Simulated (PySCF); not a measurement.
Electron correlation in Cu⁺ (copper, charge +1)

Starting occupation: [Ar] 3d10. Calculation: PySCF 2.14, in x2c-TZVPPall-2c (6s7p4d2f1g, 70 functions); X2C-1e with screened-nucleus spin-orbit coupling, Gaussian nucleus. Frozen: [Ne]; 18 electrons correlated; the 6 highest virtual spinors left out.

MP2 pair energies summed by pair of shells (mhartree):

```json
{"pair": "3d3/2-3d5/2", "energy": "-230.41", "share (%)": "27.8"}
{"pair": "3d5/2-3d5/2", "energy": "-157.83", "share (%)": "19.1"}
{"pair": "3d5/2-3p3/2", "energy": "-92.28", "share (%)": "11.2"}
{"pair": "3d3/2-3d3/2", "energy": "-66.17", "share (%)": "8.0"}
{"pair": "3d3/2-3p3/2", "energy": "-63.06", "share (%)": "7.6"}
{"pair": "3d5/2-3p1/2", "energy": "-47.18", "share (%)": "5.7"}
{"pair": "3d5/2-3s1/2", "energy": "-31.85", "share (%)": "3.9"}
{"pair": "3d3/2-3p1/2", "energy": "-29.91", "share (%)": "3.6"}
{"pair": "3p1/2-3p3/2", "energy": "-25.99", "share (%)": "3.1"}
{"pair": "3p3/2-3p3/2", "energy": "-25.47", "share (%)": "3.1"}
{"pair": "3d3/2-3s1/2", "energy": "-21.22", "share (%)": "2.6"}
{"pair": "3p3/2-3s1/2", "energy": "-17.09", "share (%)": "2.1"}
{"pair": "3p1/2-3s1/2", "energy": "-8.57", "share (%)": "1.0"}
{"pair": "3p1/2-3p1/2", "energy": "-6.28", "share (%)": "0.8"}
{"pair": "3s1/2-3s1/2", "energy": "-4.00", "share (%)": "0.5"}
```

Total MP2 correlation energy: -827.33 mhartree.

This basis was not built for core-valence correlation, so the inner-shell part is incomplete.
